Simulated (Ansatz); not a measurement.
C3H8Be (SMILES [BeH][CH](C)C), singlet, at a GFN2-xTB geometry (such geometries of metal compounds can be far from the true shape), atoms displaced at random by about 0.08 Å a coordinate; Ansatz (a program for electronic structure) with R2SCAN/6-31G, gradient.

Here is a job for Ansatz.
Ansatz 0.2 input:
```yaml
crystal:
  periodic: [false, false, false]
  atoms:
    - {symbol: Be, position_ang: [-0.03204526, 0.22177767, 1.54038855]}
    - {symbol: H, position_ang: [0.10776412, 0.10845565, 2.85366704]}
    - {symbol: C, position_ang: [-0.31249428, 0.40287023, -0.15790662]}
    - {symbol: C, position_ang: [-0.55512276, -1.20674526, 0.03145794]}
    - {symbol: C, position_ang: [0.84593802, 0.67939355, -0.98944590]}
    - {symbol: H, position_ang: [-1.19695677, 0.84403063, -0.48199323]}
    - {symbol: H, position_ang: [-0.58454175, -1.43610222, -0.97933225]}
    - {symbol: H, position_ang: [0.15189102, -1.67562213, 0.56843425]}
    - {symbol: H, position_ang: [-1.49512345, -1.38441259, 0.60488194]}
    - {symbol: H, position_ang: [0.98959679, 1.73975883, -1.05372707]}
    - {symbol: H, position_ang: [0.79499262, 0.34301936, -1.97257445]}
    - {symbol: H, position_ang: [1.71013194, 0.31257328, -0.55816004]}
basis:
  gaussian:
    orbitals: 6-31G
hamiltonian:
  xc: r2scan
output: {forces: true}
```

Problem. Predict the main parts of the log of this Ansatz run.

Solution. 
```
Functional definition: r2SCAN
762 factors; integrals over basis functions are off by at most 1.8e-4 eV
mean field evaluation 1: about -3629.1220 eV, gradient 5.8e1 eV
mean field evaluation 2: about -3618.9472 eV, gradient 8.2e1 eV
mean field evaluation 4: about -3637.6158 eV, gradient 4.2e0 eV
mean field evaluation 8: about -3637.6443 eV, gradient 8.7e-2 eV
mean field -3637.64436510 eV, -133.6809647334 hartree, gradient 4.9e-5 eV, S^2 0.000000; 0 other end points of the search recorded, 0 dependent functions left out
the calculation of the forces begins
reference -3637.64437376 eV, -133.6809650517 hartree; 15, 15 occupied and 37, 37 virtual orbitals, 762 factors
Total energy: -3637.64437376 eV, -133.6809650517 hartree
Atom 0 at    -0.032045     0.221778     1.540389 Å, force    -0.436097     1.110096    -1.036666 eV/Å
Atom 1 at     0.107764     0.108456     2.853667 Å, force     0.111180    -0.260402     0.209244 eV/Å
Atom 2 at    -0.312494     0.402870    -0.157907 Å, force     0.332523    -1.801632     4.197774 eV/Å
Atom 3 at    -0.555123    -1.206745     0.031458 Å, force    -3.454661     3.716552    -0.059156 eV/Å
Atom 4 at     0.845938     0.679394    -0.989446 Å, force    -0.112213     1.599530    -0.041150 eV/Å
Atom 5 at    -1.196957     0.844031    -0.481993 Å, force    -1.858287     0.741424    -0.655441 eV/Å
Atom 6 at    -0.584542    -1.436102    -0.979332 Å, force    -0.305547    -1.784582    -1.834674 eV/Å
Atom 7 at     0.151891    -1.675622     0.568434 Å, force     3.374515    -2.167090     1.627910 eV/Å
Atom 8 at    -1.495123    -1.384413     0.604882 Å, force     0.080212    -0.096829    -0.877052 eV/Å
Atom 9 at     0.989597     1.739759    -1.053727 Å, force     0.152428     0.996869    -0.086931 eV/Å
Atom 10 at     0.794993     0.343019    -1.972574 Å, force    -0.202286    -1.019109    -2.293742 eV/Å
Atom 11 at     1.710132     0.312573    -0.558160 Å, force     2.318232    -1.034826     0.849883 eV/Å
Dipole moment:    -0.016238    -0.176224    -0.225437 e Å
```
